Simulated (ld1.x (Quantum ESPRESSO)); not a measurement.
**Configuration tests for boron (ultrasoft)**

```json
{"Element": "B", "Generator": "ld1.x (Quantum ESPRESSO) 7.5", "Type": "ultrasoft", "Functional": "LDA (PZ)", "Relativity": "scalar-relativistic", "Frozen core": "[He]", "Valence charge": "3", "Reference configuration": "2s2 2p1", "Partial waves": "2s (bound): rcut 1.30, rcutus 1.55 bohr; 2s channel at 1.2 Ry: rcut 1.30, rcutus 1.55 bohr; 2p (bound): rcut 2.90, rcutus 3.25 bohr; 2p channel at 4.2 Ry: rcut 2.90, rcutus 3.25 bohr; 3d channel at 0.1 Ry: rcut 2.30, rcutus 2.50 bohr; 3d channel at 2.7 Ry: rcut 2.30, rcutus 2.50 bohr", "Local potential": "all-electron potential smoothed inside 2.95 bohr (lloc = -1)", "Core correction": "none", "Augmentation charge": "PSQ, radius 1.40 bohr"}
```

Energies are relative to the spin-unpolarised reference configuration 2s2 2p1; without spin polarisation the order of configurations can differ from experiment. Spin-polarised rows fill each open shell by Hund’s rule, majority spin first.

```json
{"valence configuration": "2s2 2p0", "charge": "+1", "ΔE all-electron (eV)": "8.327", "error AE − PS (meV)": "+14"}
{"valence configuration": "2s1 2p0", "charge": "+2", "ΔE all-electron (eV)": "33.631", "error AE − PS (meV)": "+96"}
{"valence configuration": "2s2 2p0.5", "charge": "+0.5", "ΔE all-electron (eV)": "2.943", "error AE − PS (meV)": "-12"}
{"valence configuration": "2s2 2p1.3", "charge": "-0.3", "ΔE all-electron (eV)": "-0.772", "error AE − PS (meV)": "-7.7"}
{"valence configuration": "2s1 2p2", "charge": "0", "ΔE all-electron (eV)": "5.686", "error AE − PS (meV)": "+4.2"}
{"valence configuration": "2s1 2p1", "charge": "+1", "ΔE all-electron (eV)": "14.283", "error AE − PS (meV)": "-113"}
{"valence configuration": "2s0 2p3", "charge": "0", "ΔE all-electron (eV)": "11.401", "error AE − PS (meV)": "+16"}
{"valence configuration": "2s2 2p1 (spin-polarised)", "charge": "0", "ΔE all-electron (eV)": "-0.235", "error AE − PS (meV)": "+24"}
{"valence configuration": "2s1 2p0 (spin-polarised)", "charge": "+2", "ΔE all-electron (eV)": "32.903", "error AE − PS (meV)": "+186"}
```
